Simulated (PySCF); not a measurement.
## Electric field gradients and quadrupole coupling constants

C2H5F3SSi.
Z-matrix (Å and degrees, GFN2-xTB geometry), rows numbered from 1:
```
F 
C   1  1.3454
F   2  1.3429  1  106.07
F   2  1.3455  1  105.85  3   112.39
C   2  1.4940  1  112.46  3  -124.56
Si  5  1.9025  2  108.83  1   -59.56
S   6  2.1438  5  103.34  2   179.63
H   5  1.0896  2  108.04  1    62.19
H   5  1.0895  2  108.02  1   178.67
H   6  1.4575  5  110.44  2   -63.35
H   6  1.4574  5  110.43  2    62.69
H   7  1.3215  6   96.15  5   179.91
```

Field gradients from the PBE0/pcSseg-1 density (PySCF, non-relativistic), principal values in atomic units, ordered |Vxx| ≤ |Vyy| ≤ |Vzz|:

```json
{"atom": "S7", "Vxx": "0.3162", "Vyy": "1.8574", "Vzz": "-2.1736"}
```

Task: Find the asymmetry η = (Vxx − Vyy)/Vzz and the couplings χ = eQV/h (234.96 MHz × Q in barn × V in au), with Q(33S) = −0.0678 b.

Result: 
```json
{"atom": "S7", "environment": "sulfur bonded to Si and H", "nucleus": "33S", "η": "0.71", "χzz (MHz)": "34.63", "χxx (MHz)": "-5.04", "χyy (MHz)": "-29.59"}
```

Task: What is Vzz at S7 in SI units (1 au = 9.71736 × 10²¹ V/m²)?

Result: -2.1736 au = -21.122 × 10²¹ V/m².

Task: And the gradient at the other heavy atoms, for which no coupling is worked out here?

Result: 
```csv
atom,environment,Vzz (au),η
F1,fluorine of a CF3 group,2.883,0.06
C2,CF3 carbon,-0.446,0.03
F3,fluorine of a CF3 group,2.908,0.06
F4,fluorine of a CF3 group,2.883,0.06
C5,sp3 carbon bound to silicon,0.128,0.37
Si6,SiH2 silicon,0.512,0.64
```

Task: What couplings would deuterons (Q(2H) = 0.00286 b) have in place of the hydrogens, at this geometry?

Result: 
| atom | bonded to | bond length (Å) | Vzz (au) | η | χzz (kHz) |
| --- | --- | --- | --- | --- | --- |
| H8 | C5 | 1.090 | 0.3072 | 0.05 | 206 |
| H9 | C5 | 1.090 | 0.3074 | 0.05 | 207 |
| H10 | Si6 | 1.458 | 0.1634 | 0.01 | 110 |
| H11 | Si6 | 1.457 | 0.1635 | 0.01 | 110 |
| H12 | S7 | 1.322 | 0.2633 | 0.13 | 177 |

Isolated species at its GFN2-xTB geometry (one conformer only). GFN2-xTB bond lengths can be off by several hundredths of an ångström, more for odd bonds, and the gradients follow them. A larger basis could move these couplings by a tenth or more.
